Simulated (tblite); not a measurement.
Species: C₅H₂FO₂ (doublet state).
Atom-mapped SMILES: `[O:1]=[c:2]1[c:3][c:4]([F:5])[o:6][cH:7][cH:8]1` (hydrogens: H9 on C7; H10 on C8)

Computed geometry: GFN2-xTB, gas phase. This method treats the open shell by occupation alone, without spin polarisation.

Give the optimised bond lengths and angles.

```csv
bond,length (Å),order
O1=C2,1.205,double
C2–C3,1.434,single
C3=C4,1.325,double
C4–F5,1.325,single
C4–O6,1.358,single
O6–C7,1.335,single
C7=C8,1.339,double
C2–C8,1.490,single
C7–H9,1.082,single
C8–H10,1.078,single
```

Orders are formal, as drawn. A selection of angles:
```csv
angle,degrees
O1–C2–C3,130.4
O1–C2–C8,121.5
C3–C2–C8,108.2
C2–C3–C4,124.4
C3–C4–F5,124.8
C3–C4–O6,124.9
F5–C4–O6,110.3
C4–O6–C7,115.0
O6–C7–C8,124.3
O6–C7–H9,112.1
C8–C7–H9,123.6
C7–C8–H10,121.4
C2–C8–C7,123.3
C2–C8–H10,115.3
```

Dihedral angles: O1–C2–C3–C4 180° (antiperiplanar); C2–C3–C4–F5 180° (antiperiplanar); C3–C4–O6–C7 0° (synperiplanar); C4–O6–C7–C8 0° (synperiplanar); O6–C7–C8–C2 0° (synperiplanar); O1–C2–C8–C7 180° (antiperiplanar).

C7 (carbon bonded to C, O and H) is planar (angles 124.3°, 123.6° and 112.1°, sum 360.0°, 0.00 Å off the plane of its three neighbours). C4 (carbon bonded to C, F and O) is planar (angles 124.9°, 124.8° and 110.3°, sum 360.0°, 0.00 Å off the plane of its three neighbours). C2 (carbon bonded to 2 C and O) is planar (angles 130.4°, 121.5° and 108.2°, sum 360.0°, 0.00 Å off the plane of its three neighbours). The 3 C–O bonds span 1.205 Å (O1=C2, drawn double) to 1.358 Å (C4–O6, drawn single), a spread of 0.153 Å. C8 (carbon bonded to 2 C and H) is planar (angles 123.3°, 121.4° and 115.3°, sum 360.0°, 0.00 Å off the plane of its three neighbours). The 8 heavy atoms lie in one plane (0.002 Å rms). The C–C distances run from 1.325 Å (C3=C4, drawn double) to 1.490 Å (C2–C8, drawn single), a spread of 0.165 Å.

Point group: Cs (tolerance 0.08 Å). Its GFN2-xTB frequencies are all real (lowest 114 cm⁻¹).

One conformer stands for the species.
